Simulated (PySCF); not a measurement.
A calculated (LDA, PySCF 2.14, dyall-av2z, the non-relativistic Hamiltonian (point nucleus)) atom or ion has these occupied shells.

```json
{"shell": "1s α", "electrons": "1", "orbital energy (eV)": "-7528.0", "rms radius, mean of both spins (bohr)": "0.0660"}
{"shell": "1s β", "electrons": "1", "orbital energy (eV)": "-7527.9", "rms radius, mean of both spins (bohr)": "0.0660"}
{"shell": "2s α", "electrons": "1", "orbital energy (eV)": "-910.74", "rms radius, mean of both spins (bohr)": "0.282"}
{"shell": "2s β", "electrons": "1", "orbital energy (eV)": "-908.22", "rms radius, mean of both spins (bohr)": "0.282"}
{"shell": "2p α", "electrons": "3", "orbital energy (eV)": "-795.38", "rms radius, mean of both spins (bohr)": "0.251"}
{"shell": "2p β", "electrons": "3", "orbital energy (eV)": "-793.45", "rms radius, mean of both spins (bohr)": "0.251"}
{"shell": "3s α", "electrons": "1", "orbital energy (eV)": "-129.17", "rms radius, mean of both spins (bohr)": "0.837"}
{"shell": "3s β", "electrons": "1", "orbital energy (eV)": "-124.39", "rms radius, mean of both spins (bohr)": "0.837"}
{"shell": "3p α", "electrons": "3", "orbital energy (eV)": "-94.574", "rms radius, mean of both spins (bohr)": "0.880"}
{"shell": "3p β", "electrons": "3", "orbital energy (eV)": "-89.882", "rms radius, mean of both spins (bohr)": "0.880"}
{"shell": "3d α", "electrons": "5", "orbital energy (eV)": "-37.255", "rms radius, mean of both spins (bohr)": "1.07"}
{"shell": "3d β", "electrons": "1", "orbital energy (eV)": "-32.966", "rms radius, mean of both spins (bohr)": "1.07"}
{"shell": "4p α", "electrons": "1", "orbital energy (eV)": "-18.209", "rms radius, mean of both spins (bohr)": "2.94"}
```

(1) Name the element and its charge.

Results:

(1) Co²⁺ (cobalt, charge +2), in [Ar] 3d6 4p1, one real determinant (an excited configuration).
